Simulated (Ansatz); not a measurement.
Two members of one family (Series [AlX4]-), computed with Ansatz in the gas phase. Levels of anions in sets without diffuse functions are rough. A dash marks a value that wasn't run or was left out as unsound. The structures are stationary points that may keep the symmetry of their start. Remarks come from the PBE and PBE0 runs and from stability tests at other levels; not every state was tested. HOMO above LUMO (over both spins in singlets and doublets, within one spin in higher multiplets; at PBE or PBE0), or a gap under 0.15 eV within one spin, warns that the state may not be the lowest or that an electron is smeared out.

First: [AlCl4]- (singlet, charge -1, r2SCAN-D4/def2-SVPD geometry).

```xyz
5

Al    0.000    0.000    0.000
Cl    1.684    1.375   -0.060
Cl   -1.762    1.043    0.735
Cl    0.466   -1.659    1.326
Cl   -0.388   -0.759   -2.001
```

| level | HOMO (eV) | vertical IE (eV) |
| --- | --- | --- |
| PBE-D4/def2-SVPD | -3.17 | – |
| PBE-D4/def2-TZVPD | -3.10 | 5.63 |
| r2SCAN-D4/def2-TZVPD | -3.44 | 5.92 |
| B3LYP-D4/6-31G | -4.31 | – |
| PBE0-D4/def2-TZVPD | -4.48 | 6.27 |

Remarks: gap within one spin near zero at PBE or PBE0 (neutral doublet).

Second: [AlF4]- (singlet, charge -1, r2SCAN-D4/def2-SVPD geometry).

Cartesian coordinates in Å:
```
Al 0.000 0.000 0.000
F -0.722 -1.230 -0.947
F 0.739 1.153 -1.029
F 1.184 -0.691 1.027
F -1.200 0.768 0.949
```

**Question.** Estimate the same table for the second.

**Answer.** 
| level | HOMO (eV) | vertical IE (eV) |
| --- | --- | --- |
| PBE-D4/def2-SVPD | -3.54 | – |
| PBE-D4/def2-TZVPD | -3.43 | 6.83 |
| r2SCAN-D4/def2-TZVPD | -3.88 | 7.17 |
| B3LYP-D4/6-31G | -4.38 | – |
| PBE0-D4/def2-TZVPD | -5.46 | 7.79 |

Remarks: gap within one spin near zero at PBE or PBE0 (neutral doublet).
